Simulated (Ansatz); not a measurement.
Problem. Name a neutral molecule of C, Cd, Cl, O and H with size of the dipole moment (ωB97M-V/def2-TZVPP) between 1.40 and 1.70 D and HOMO–LUMO gap (PBE0/def2-TZVPP) between 5.70 and 6.00 eV (Ansatz, PBE0-D4/def2-TZVP geometry).

Solution. `C[O][Cd][Cl]` (1.52 D, 5.70 eV). Other molecules can fit too; these were computed, each in one conformer that needn't be the lowest.
